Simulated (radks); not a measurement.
The numbers below are computed, except where a source is named.
Dynamic dipole polarisability and lines of the ruthenium ion Ru15+, [Ar] 3d10 4s1. Level of theory: non-relativistic Kohn-Sham, LB94 model potential, spin-polarised, spherical densities, point nucleus; open shells are filled with parallel spins first (spin-orbit coupling, left out, can overturn this in heavy ions) (a radial shooting solver on a logarithmic mesh with Libxc functionals). Time-dependent linear response with the Hartree and adiabatic LDA kernel, continuum included through the Sternheimer equations. Lines are the poles of the dipole polarisability below minus the highest occupied eigenvalue, found on a grid refined at the orbital gaps; the lowest seven at most are given, and weak or close lines can be missed. The first line takes the name of the lowest orbital gap if no other gap lies below it; otherwise a line is named after a gap within 0.6 % of it, if that gap stands alone.

| photon energy (eV) | alpha (bohr^3) |
|---|---|
| 0 | 0.4256 |
| 18.496 | 0.5920 |
| 55.487 | -0.1642 |
| 92.478 | -0.008310 |
| 129.47 | 0.03125 |
| 166.46 | 0.07244 |
| 203.45 | 0.03597 |
| 240.44 | 0.06866 |
| 277.43 | 0.09813 |
| 314.43 | 0.03985 |
| 351.42 | 0.09066 |

Lines (eV, oscillator strength): 33.421 (37.10 nm, 4s-4p), f = 0.568; 177.08 (7.002 nm, 4s-5p), f = 0.174; 246.81 (5.024 nm, 4s-6p), f = 0.0577; 287.27 (4.316 nm, unassigned), f = 0.0663; 292.35 (4.241 nm, unassigned), f = 0.391; 308.39 (4.020 nm, 4s-8p), f = 0.0182; 323.73 (3.830 nm, 4s-9p), f = 0.0111. Higher lines, where found, are left out when the end of the mesh affects them. Those listed give 91 % of the static polarisability (sum of f/w^2). Orbital energy gaps for comparison: 4s-4p 31.283 eV; 4s-5p 178.00 eV; 4s-6p 247.20 eV; 4s-7p 285.23 eV; 3d-4p down 287.48 eV.
